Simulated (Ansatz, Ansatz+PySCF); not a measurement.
```xyz
8

C     0.0408   -0.0260   -0.8667
C     0.0814   -0.0086    0.7401
H    -0.0447   -0.9905   -1.2158
H    -0.9556    0.5473   -1.1218
H     0.9219    0.6149   -1.1935
H    -0.0251    1.0293    1.1428
H    -0.9597   -0.4813    1.2460
H     0.9154   -0.5032    1.1957
```

Basis set: def2-SVP (spherical functions). Frozen core: 2 orbitals. Charge 0, multiplicity 1.

Computed with Ansatz (development build ahead of 0.2.0); each method stands on the lowest determinant of its kind that the runs found. Restricted open shells among the atoms or ions are ROHF, correlated in semicanonical orbitals with singles.

Task: Give the atomization energy at this shape (free ground-state atoms in the same class of orbitals less the molecule, no zero-point energy) of singlet C2H6 by RHF-MP2, RHF.

Result:

```
 method  atomization energy
RHF-MP2            28.91 eV
    RHF            23.54 eV
```

Caution: stretched shape with no unrestricted run beside it, a lower state can exist. Caution for RHF-MP2: bonds are stretched, where a single reference can fail.
